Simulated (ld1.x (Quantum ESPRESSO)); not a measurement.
indium: one change to a PAW potential, before and after

* Element: In
* Generator: ld1.x (Quantum ESPRESSO) 7.5
* Type: PAW
* Functional: PBE
* Relativity: scalar-relativistic
* Frozen core: [Kr]
* Valence charge: 13
* Reference configuration: 4d10 5s2 5p1
* Partial waves: 5s (bound): rcut 1.95, rcutus 2.20 bohr; 5s channel at 0.35 Ry: rcut 1.95, rcutus 2.20 bohr; 5p (bound): rcut 1.95, rcutus 2.30 bohr; 5p channel at 0.35 Ry: rcut 1.95, rcutus 2.30 bohr; 4d (bound): rcut 1.25, rcutus 1.70 bohr; 4d channel at -0.3 Ry: rcut 1.25, rcutus 1.70 bohr
* Local potential: all-electron potential smoothed inside 1.35 bohr (lloc = -2)
* Core correction: Bessel-smoothed model core inside 1.55 bohr
* Augmentation charge: BG, radius 1.20 bohr

All-electron outer shells of the reference configuration (PBE, scalar-relativistic, ld1.x):

| shell | level (eV) | outermost node (bohr) | outermost maximum (bohr) |
| --- | --- | --- | --- |
| 4s | -119.66 | 0.41 | 0.77 |
| 4p | -78.13 | 0.42 | 0.82 |
| 4d | -18.62 | 0.40 | 0.94 |
| 5s | -8.21 | 1.02 | 2.16 |
| 5p | -2.52 | 1.14 | 2.85 |

Change: local potential all-electron potential smoothed inside 1.60 bohr (lloc = -1).

Cutoffs: the cutoffs (Ry, on a coarse ladder) from which the occupation-weighted sum of valence levels, in a spherical-Bessel basis at the reference potential, stays within 10 and 1 mRy of its value at 400 Ry; they do not see the model core or the augmentation charge, which bear on the density cutoff. Errors are all-electron minus pseudo energies relative to the spin-unpolarised reference configuration.

How do hardness, ghosts and transferability respond?

The potential gets neither clearly harder nor softer (40 Ry and 70 Ry → 40 Ry and 70 Ry); a bound ghost appears in s, which as a rule spoils a file; of the 7 tests that both files solve, the error grows in 1 and shrinks in 2 by more than 15 % and 0.3 meV (median size 5.1 → 1.9 meV). A state that the projectors do not describe sees the local part alone, so a deeper or shallower local part can create or remove a ghost.

| quantity | base | changed |
| --- | --- | --- |
| cutoff, loose | 40 Ry | 40 Ry |
| cutoff, tight | 70 Ry | 70 Ry |
| bound ghosts | none | s |
| error for 4d10 5s2 5p0, meV [ΔE 5.36 eV] | -1.4 | -1.4 |
| error for 4d10 5s1 5p0, meV [ΔE 24.60 eV] | +8.6 | -7.6 |
| error for 4d10 5s0 5p0, meV [ΔE 52.92 eV] | -8.7 | +0.9 |
| error for 4d9 5s0 5p0, meV [ΔE 109.31 eV] | -243 | -243 |
| error for 4d10 5s1 5p2, meV [ΔE 5.84 eV] | +5.1 | -1.9 |
| error for 4d10 5s2 5p1.3, meV [ΔE -0.53 eV] | 0.0 | 0.0 |
| error for 4d10 5s0 5p3, meV [ΔE 11.95 eV] | +0.7 | +3.9 |
| s: phases at 2.50 bohr within 0.05 rad from the reference energy up to (Ry; the scan ends near 5) | to the end of the scan | 4.9 |
| p: phases at 2.50 bohr within 0.05 rad from the reference energy up to (Ry; the scan ends near 5) | 2.4 | 1.5 |
| d: phases at 2.50 bohr within 0.05 rad from the reference energy up to (Ry; the scan ends near 5) | to the end of the scan | to the end of the scan |
| lowest overlap eigenvalue by channel | s 0.36, p 0.53, d 0.94 | s 0.33, p 0.52, d 0.94 |

Base: ld1.x warns that Blöchl-style (BG) augmentation functions are not a good idea. Changed file: ld1.x warns that Blöchl-style (BG) augmentation functions are not a good idea. A true bound ghost makes a file unfit for plane-wave use even where its test errors are small: the radial tests pick states by their node count and pass the ghost by.
